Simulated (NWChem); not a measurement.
CH$_{6}$O$_{2}$Si$_{2}$; SMILES O=C[SiH2][SiH2]O

```xyz
11

O      1.1152     2.1457    -0.0326
C     -0.0921     2.1545    -0.0009
Si    -1.0813     0.4876    -0.0006
Si     0.5962    -1.1480    -0.0059
O     -0.1888    -2.6265     0.0104
H     -0.6413     3.1371     0.0278
H     -1.9639     0.4520     1.2081
H     -1.9607     0.4568    -1.2119
H      1.4506    -0.9923    -1.2249
H      1.4709    -0.9760     1.1965
H      0.3707    -3.4090     0.0087
```
Atoms are numbered in this order, from 1.

Level: PBE0/def2-SVP (NWChem), optimised geometry, unscaled harmonic frequencies. 

### Question
List the harmonic frequencies with IR intensities, and the thermochemistry.

### Answer
```
frequency (cm⁻¹)  IR intensity (km/mol)
----------------  ---------------------
62                                  1.0
76                                  6.3
83                                  5.2
170                                 0.2
214                               104.0
331                                35.5
379                                18.1
464                                12.0
485                                 1.6
596                                95.2
637                                 9.8
741                                37.9
754                               319.3
810                                57.0
850                                55.3
909                               128.1
916                                12.8
937                                70.1
972                                74.8
1383                               36.5
1809                              113.0
2213                              146.3
2214                               34.7
2217                                2.5
2224                              175.1
2856                              156.8
3922                              111.3
```

```json
{
 "zero_point_energy": "41.8 kcal/mol",
 "thermal correction to the enthalpy at 298.15 K (with zero-point energy)": "47.6 kcal/mol",
 "heat capacity Cv": "28.0 cal/(mol K)",
 "entropy at 298.15 K and 1 atm (symmetry number 1)": "90.1 cal/(mol K)",
 "dipole_moment": "1.24 D"
}
```

Rigid rotor and harmonic oscillator; modes under 100 cm⁻¹ make the entropy uncertain.
